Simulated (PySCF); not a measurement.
PySCF input:

```python
from pyscf import gto, scf, dft

mol = gto.M(
    atom='''
    C    -1.84654988    0.17801064    0.27515393
    C    -0.50047735   -0.03177211   -0.19799215
    O    -0.20916285   -0.37836689   -1.32634448
    O     0.42080695    0.20361409    0.76904635
    C     1.78530811    0.01618117    0.37533574
    H    -2.66019230    0.01830819   -0.41477663
    H    -2.03765266    0.48653027    1.29178543
    H     2.04276713    0.68685391   -0.44432986
    H     2.37891561    0.24357599    1.25638025
    H     1.95332415   -1.01176415    0.05434072
    ''',
    basis='def2-tzvpd',
    charge=0,
    spin=1,
    verbose=4,
)

mf = scf.UHF(mol).density_fit(auxbasis='def2-universal-jkfit')
mf.conv_tol = 1e-9
mf.max_cycle = 100
mf.max_memory = 1500
mf.kernel()
if not mf.converged:
    mf = mf.newton()
    mf.kernel(mf.make_rdm1())
for _ in range(2):
    mo, _, stable, _ = mf.stability(return_status=True)
    if stable:
        break
    mf.kernel(mf.make_rdm1(mo, mf.mo_occ))
mf.analyze()
```

Q: Predict the final energy.

A: -266.31977 Eh (HF/def2-TZVPD).

It need not be the lowest isomer of its formula.
